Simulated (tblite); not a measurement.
Species: CH₇NOP₂Si₂.
SMILES with atom numbers: `[NH2:1][C:2](=[O:3])[SiH:4]1[PH:5][SiH2:6][PH:7]1` (hydrogens: H8, H9 on N1; H10 on Si4; H11 on P5; H12, H13 on Si6; H14 on P7)

Computed with GFN2-xTB (tblite), gas phase: L-BFGS steps from a force-field or distance-geometry start until the largest atomic force falls under 0.01 eV/Å.

Step 17: E = -576.1739 eV
```
atom  x, y, z in Å  |  force x, y, z in eV/Å
N1      2.7684    0.1445    0.0010   -0.025  -0.108  -0.008
C2      1.9911   -0.2471    1.0270   -0.027   0.071   0.089
O3      2.4281   -0.7183    2.0526    0.021   0.007  -0.061
Si4     0.1245    0.2039    0.9081    0.093  -0.044  -0.039
P5     -1.4898   -1.2336    1.5352   -0.131  -0.092   0.068
Si6    -2.5859   -0.1116   -0.1063    0.108  -0.048   0.002
P7     -0.6893    0.4803   -1.1998   -0.074   0.087   0.064
H8      2.3558    0.4181   -0.8764    0.084   0.006   0.049
H9      3.7641   -0.0223    0.0570   -0.045   0.003  -0.103
H10    -0.0348    1.3867    1.7626   -0.032   0.084   0.011
H11    -1.0607   -2.2436    0.6854   -0.006   0.013   0.014
H12    -3.4552   -0.9198   -0.9598    0.014   0.043   0.040
H13    -3.2672    1.0136    0.5477    0.026  -0.081  -0.130
H14    -0.8497    1.8488   -1.1764   -0.005   0.056   0.004
```

Step 18: E = -576.1782 eV
```
atom  x, y, z in Å  |  force x, y, z in eV/Å
N1      2.7687    0.1357    0.0002   -0.023  -0.083  -0.011
C2      1.9915   -0.2432    1.0304    0.023   0.029   0.096
O3      2.4336   -0.7129    2.0547   -0.027   0.009  -0.044
Si4     0.1211    0.2034    0.9108    0.147  -0.026  -0.066
P5     -1.4946   -1.2355    1.5337   -0.106  -0.089   0.144
Si6    -2.5851   -0.1176   -0.1052    0.114   0.008  -0.048
P7     -0.6921    0.4826   -1.2009   -0.041   0.036   0.104
H8      2.3582    0.4267   -0.8700    0.024   0.027  -0.034
H9      3.7648   -0.0300    0.0462   -0.044  -0.009  -0.050
H10    -0.0320    1.3915    1.7606   -0.046   0.066   0.008
H11    -1.0629   -2.2444    0.6869    0.007  -0.011  -0.009
H12    -3.4533   -0.9180   -0.9616   -0.021   0.004   0.010
H13    -3.2636    1.0129    0.5379    0.007  -0.060  -0.100
H14    -0.8549    1.8484   -1.1658   -0.014   0.100  -0.001
```

Q: Estimate the geometry and energy of step 19. (The exact step hangs on the optimiser's Hessian estimate; all steps are aligned on step 18, rigid shifts and turns removed.)

A: E = -576.1819 eV, largest force 0.172 eV/Å
```
atom  x, y, z in Å  |  force x, y, z in eV/Å
N1      2.7690    0.1255   -0.0010   -0.070  -0.035  -0.070
C2      1.9929   -0.2382    1.0348    0.060  -0.008   0.056
O3      2.4387   -0.7062    2.0575   -0.044  -0.006   0.015
Si4     0.1207    0.2021    0.9119    0.115   0.000  -0.033
P5     -1.5010   -1.2387    1.5353   -0.038  -0.055   0.158
Si6    -2.5826   -0.1233   -0.1058    0.085   0.032  -0.068
P7     -0.6953    0.4850   -1.2004    0.012   0.012   0.111
H8      2.3599    0.4378   -0.8638   -0.008   0.026  -0.057
H9      3.7642   -0.0401    0.0342    0.001  -0.024   0.001
H10    -0.0289    1.3967    1.7583   -0.053   0.025  -0.012
H11    -1.0652   -2.2447    0.6880    0.010  -0.028  -0.014
H12    -3.4520   -0.9166   -0.9644   -0.038  -0.023  -0.009
H13    -3.2594    1.0117    0.5263   -0.013  -0.037  -0.072
H14    -0.8617    1.8487   -1.1530   -0.019   0.121  -0.005
```

The energy changes by -0.0037 eV. The first-order estimate −F·Δx gives -0.0052 eV and the mean of the old and new forces, exact on a quadratic surface, -0.0037 eV. The step makes an angle of 67° with the force vector and moves no atom by more than 0.016 Å.

What follows is the cost of the whole relaxation. Hardware: one thread of an Arm Neoverse V1, on a shared host. Cost: 0.79 s.
